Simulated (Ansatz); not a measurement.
Si(iPr)H3 (C₃H₁₀Si). Charge 0, multiplicity 3. Geometry PBE0-D4/def2-SVP, that of the neutral singlet; atoms count from 1.

```xyz
14

Si   -0.452   -1.415   -0.797
C    -0.223    0.357   -0.163
C     1.204    0.851   -0.399
C    -0.631    0.474    1.306
H    -0.912    0.978   -0.767
H     1.486    0.813   -1.463
H     1.936    0.243    0.160
H     1.323    1.894   -0.061
H    -0.538    1.515    1.661
H    -1.672    0.159    1.476
H     0.013   -0.147    1.951
H    -0.072   -1.515   -2.242
H    -1.877   -1.851   -0.647
H     0.414   -2.355   -0.015
```

At PBE0-D4/def2-TZVP a singlet of charge 0 lies 7.11 eV below the triplet at the same geometry.

Estimate the Mulliken populations from the PBE0/def2-TZVP orbitals of Ansatz.


| atom | charge (e) | spin (α − β) |
| --- | --- | --- |
| Si1 | -0.53 | 1.19 |
| C2 | 0.36 | 0.11 |
| C3 | -0.22 | -0.13 |
| C4 | -0.22 | -0.13 |
| H5 | -0.08 | 0.30 |
| H6 | 0.09 | 0.09 |
| H7 | 0.09 | 0.09 |
| H8 | 0.12 | 0.13 |
| H9 | 0.12 | 0.13 |
| H10 | 0.09 | 0.09 |
| H11 | 0.09 | 0.09 |
| H12 | 0.03 | 0.02 |
| H13 | 0.03 | 0.02 |
| H14 | 0.04 | 0.02 |
Mulliken values and Mayer orders depend strongly on the basis.

Where does the spin sit?

Summed by element: Si 1.19, C -0.15, H 0.96, of 2 unpaired in all. Largest on single atoms: Si1 1.19, H5 0.30, C3 -0.13.

And the Mayer bond orders between bonded heavy atoms (over 0.3)?

C2–C3 1.15 (1.53 Å); C2–C4 1.15 (1.53 Å).
